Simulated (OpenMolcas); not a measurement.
## OpenMolcas run: Mo

Input:

```
&GATEWAY
Coord
1

Mo 0.0 0.0 0.0
Basis=ANO-RCC-VTZP
Group=XYZ
NoMove
AngMom=0.0 0.0 0.0
AMFI
&SEWARD
* reference wave functions (RASSCF and RASSI steps not shown): 6 electrons in 11 orbitals (4d 5s 5d)
>>> COPY JOB001 $Project.JobIph
&CASPT2
Multistate=1 1
Frozen=8 6
IPEA=0.25
Imaginary=0.1
MaxIter=60
WThr=0.0 0.3 0.05
PrWF=0.5
NoMix
>>> COPY JOB002 $Project.JobIph
&CASPT2
Multistate=15 1 2 3 4 5 6 7 8 9 10 11 12 13 14 15
Frozen=8 6
IPEA=0.25
Imaginary=0.1
MaxIter=60
WThr=0.0 0.3 0.05
PrWF=0.5
NoMix
```

Launched by
```bash
OMP_NUM_THREADS=1 MOLCAS_MEM=2252 MOLCAS_PROJECT=a pymolcas a.inp > a.log  # once for each step of the input, in one work folder
```

Output, cut to the results:

```
--- CASPT2 ---
Orbital specifications:
      -----------------------

      Symmetry species                           1   2
                                                ag  au
      Frozen orbitals                            8   6
      Inactive orbitals                          1   3
      Active orbitals                           11   0
      Secondary orbitals                        16  23
      Deleted orbitals                           0   0
      Number of basis functions                 36  32
Type of calculation                        SS-CASPT2
      Fock operator                              state-specific
      IPEA shift                                 0.25
      Real shift                                 0.00
      Imaginary shift                            0.10
      The input orbitals will be transformed to quasi-canonical
Reference energy:       -4045.7197422988
      E2 (Non-variational):      -0.3765072207
      Shift correction:          -0.0003894337
      E2 (Variational):          -0.3768966545
      Total energy:           -4046.0966389533
      Residual norm:              0.0000009658
      Reference weight:           0.91617
      Contributions to the CASPT2 correlation energy
      Active & Virtual Only:         -0.0665862164
      One Inactive Excited:          -0.1821376539
      Two Inactive Excited:          -0.1277833505
::    CASPT2 Root  1     Total energy:  -4046.09663895
--- CASPT2 ---
Orbital specifications:
      -----------------------

      Symmetry species                           1   2
                                                ag  au
      Frozen orbitals                            8   6
      Inactive orbitals                          1   3
      Active orbitals                           11   0
      Secondary orbitals                        16  23
      Deleted orbitals                           0   0
      Number of basis functions                 36  32
Type of calculation                        MS-CASPT2
      Fock operator                              state-specific
      IPEA shift                                 0.25
      Real shift                                 0.00
      Imaginary shift                            0.10
      The input orbitals will be transformed to quasi-canonical
Reference energy:       -4045.6444288556
      E2 (Non-variational):      -0.4023968281
      Shift correction:          -0.0021695889
      E2 (Variational):          -0.4045664170
      Total energy:           -4046.0489952726
      Residual norm:              0.0000004695
      Reference weight:           0.87859
      Contributions to the CASPT2 correlation energy
      Active & Virtual Only:         -0.0942148143
      One Inactive Excited:          -0.1813425627
      Two Inactive Excited:          -0.1268394511
Reference energy:       -4045.6382798580
      E2 (Non-variational):      -0.3974303274
      Shift correction:          -0.0011772118
      E2 (Variational):          -0.3986075392
      Total energy:           -4046.0368873971
      Residual norm:              0.0000002639
      Reference weight:           0.88996
      Contributions to the CASPT2 correlation energy
      Active & Virtual Only:         -0.0837190222
      One Inactive Excited:          -0.1802622000
      Two Inactive Excited:          -0.1334491052
::    CASPT2 Root  1     Total energy:  -4046.04899527
::    CASPT2 Root  2     Total energy:  -4046.03688740
::    CASPT2 Root  3     Total energy:  -4046.03684693
::    CASPT2 Root  4     Total energy:  -4046.03689626
::    CASPT2 Root  5     Total energy:  -4046.03685364
::    CASPT2 Root  6     Total energy:  -4046.03684770
::    CASPT2 Root  7     Total energy:  -4046.01200265
::    CASPT2 Root  8     Total energy:  -4046.01195703
::    CASPT2 Root  9     Total energy:  -4046.01188634
::    CASPT2 Root 10     Total energy:  -4046.01204581
::    CASPT2 Root 11     Total energy:  -4046.01223554
::    CASPT2 Root 12     Total energy:  -4046.01209228
::    CASPT2 Root 13     Total energy:  -4046.01214591
::    CASPT2 Root 14     Total energy:  -4046.01195550
::    CASPT2 Root 15     Total energy:  -4046.01200271
::    MS-CASPT2 Root  1     Total energy:  -4046.04900208
::    MS-CASPT2 Root  2     Total energy:  -4046.03691691
::    MS-CASPT2 Root  3     Total energy:  -4046.03690697
::    MS-CASPT2 Root  4     Total energy:  -4046.03689049
::    MS-CASPT2 Root  5     Total energy:  -4046.03684817
::    MS-CASPT2 Root  6     Total energy:  -4046.03680025
::    MS-CASPT2 Root  7     Total energy:  -4046.01260891
::    MS-CASPT2 Root  8     Total energy:  -4046.01257061
::    MS-CASPT2 Root  9     Total energy:  -4046.01213362
::    MS-CASPT2 Root 10     Total energy:  -4046.01207409
::    MS-CASPT2 Root 11     Total energy:  -4046.01200642
::    MS-CASPT2 Root 12     Total energy:  -4046.01188105
::    MS-CASPT2 Root 13     Total energy:  -4046.01185222
::    MS-CASPT2 Root 14     Total energy:  -4046.01161577
::    MS-CASPT2 Root 15     Total energy:  -4046.01154342
```

Levels above the lowest, from the spin-orbit matrix with the single-state CASPT2 energies, averaged by term, on its diagonal:

```
Configuration  Term  J  E (cm-1)  Measured (cm-1)      g  Term weight %
       4d5 5s    7S  3       0.0              0.0  2.002            100
       4d5 5s    5S  2     10460            10768  2.002            100
      4d4 5s2    5D  0     12470            10966                   100
      4d4 5s2    5D  1     12580                   1.501            100
      4d4 5s2    5D  2     12800                   1.501            100
      4d4 5s2    5D  3     13120                   1.501            100
      4d4 5s2    5D  4     13550                   1.501            100
       4d5 5s    5G  2     18540            16641  0.332            100
       4d5 5s    5G  3     18550                   0.916            100
       4d5 5s    5G  4     18560                   1.150            100
       4d5 5s    5G  5     18570                   1.267            100
       4d5 5s    5G  6     18590                   1.334            100
```

Against the 3 measured excited levels shown (NIST Handbook of Basic Atomic Spectroscopic Data) the mean absolute deviation is 1200 cm-1; the largest miss in energy is 4d5 5s 5G2: computed 18540, measured 16641 cm-1 (+11.4 %), and the largest in proportion 4d4 5s2 5D0 (+13.7 %).

CASPT2 breaks the degeneracy within a term, and the mean is taken; among the terms shown or strongly mixed into the levels shown the widest spread is 77 cm-1 (4d5 5s 5G). Terms from blocks run as CI alone lack orbitals of their own. Active for correlation alone: 5d; no level in the range computed is led by a configuration that fills it, so any true level of that kind is missing. Computed and measured levels are paired by configuration, term and J; levels that our copy of the source lacks, or whose pairing is in doubt (as where it misses far off the trend of its configuration), stay unpaired and out of the deviations. Only configurations of the active space appear. The first state left out of the spin-orbit step lies near 24000 cm-1 above the lowest spin-free state of the reference (among the parities and spins computed), and the list stops at four fifths of that energy or lower.

The term weight is that of the spin-free term in the level, not the purity of its configuration.
